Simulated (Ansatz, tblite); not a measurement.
Cost and result up the ladder for `[CH3][Ge]([CH3])([CH3])[Ge]([CH3])([CH3])[Ge]([CH3])([CH3])[Ge]([CH3])([CH3])[CH3]` (44 atoms). The state is a singlet with charge 0. Geometry: PBE-D4/def2-SVP.

```
atom   x (Å)   y (Å)   z (Å)
  C1  -3.421   0.501   3.125
 Ge2  -2.791   0.253   1.263
  C3  -3.503  -1.465   0.582
  C4  -3.516   1.719   0.148
 Ge5  -0.348   0.254   1.162
  C6   0.331   2.105   1.419
  C7   0.395  -0.870   2.622
 Ge8   0.413  -0.619  -0.992
  C9  -0.723   0.105  -2.454
 C10   0.220  -2.597  -1.000
Ge11   2.747  -0.003  -1.380
 C12   3.820  -0.323   0.253
 C13   3.521  -1.066  -2.861
 C14   2.872   1.917  -1.846
 H15  -3.061   1.467   3.533
 H16  -4.529   0.497   3.161
 H17  -3.046  -0.313   3.776
 H18  -4.610  -1.480   0.649
 H19  -3.217  -1.613  -0.479
 H20  -3.107  -2.317   1.170
 H21  -3.155   2.701   0.512
 H22  -3.199   1.601  -0.907
 H23  -4.625   1.719   0.184
 H24  -0.022   2.519   2.385
 H25   1.440   2.110   1.422
 H26  -0.020   2.769   0.604
 H27   0.074  -0.481   3.610
 H28   1.503  -0.867   2.585
 H29   0.044  -1.916   2.527
 H30  -0.685   1.212  -2.469
 H31  -0.377  -0.271  -3.438
 H32  -1.778  -0.208  -2.312
 H33  -0.838  -2.882  -0.830
 H34   0.838  -3.053  -0.202
 H35   0.545  -3.012  -1.975
 H36   4.884  -0.067   0.074
 H37   3.448   0.299   1.092
 H38   3.763  -1.387   0.559
 H39   4.580  -0.781  -3.028
 H40   2.961  -0.893  -3.802
 H41   3.482  -2.148  -2.627
 H42   2.465   2.546  -1.029
 H43   3.929   2.205  -2.017
 H44   2.297   2.133  -2.769
```

Ansatz on 2 threads of AMD EPYC 7R13 on a shared host and a share (18 GiB) of an NVIDIA H100 80GB HBM3; xTB runs through tblite on one thread. Times are rough, summed over both states, and most runs start from the orbitals of an earlier one. ωB97M-V/def2-TZVP serves as the yardstick here, not as an exact answer. The other state is a doublet.

The xTB rows come from tblite. Single mean-field runs in def2-TZVP are fitted with def2-universal-jkfit.

Raw xTB energies of ions are shifted by several eV.

| level | functions | wall time |
| --- | --- | --- |
| GFN2-xTB | 106 | 0.12 s |
| GFN1-xTB | 136 | 0.2 s |
| PBE-D4/def2-TZVP | 682 | 12 s |
| PBE0-D4/def2-TZVP (with forces) | 682 | 15 s |
| ωB97M-V/def2-TZVP | 682 | 26 s |

(1) Estimate what each level gives for the vertical IE (eV).

## Answers

(1) 
```json
{"level": "GFN2-xTB", "vertical IE (eV)": "11.18", "difference from ωB97M-V/def2-TZVP (eV)": "3.47"}
{"level": "GFN1-xTB", "vertical IE (eV)": "12.22", "difference from ωB97M-V/def2-TZVP (eV)": "4.51"}
{"level": "PBE-D4/def2-TZVP", "vertical IE (eV)": "7.25", "difference from ωB97M-V/def2-TZVP (eV)": "-0.46"}
{"level": "PBE0-D4/def2-TZVP (with forces)", "vertical IE (eV)": "7.53", "difference from ωB97M-V/def2-TZVP (eV)": "-0.18"}
{"level": "ωB97M-V/def2-TZVP", "vertical IE (eV)": "7.71", "difference from ωB97M-V/def2-TZVP (eV)": "0.00"}
```
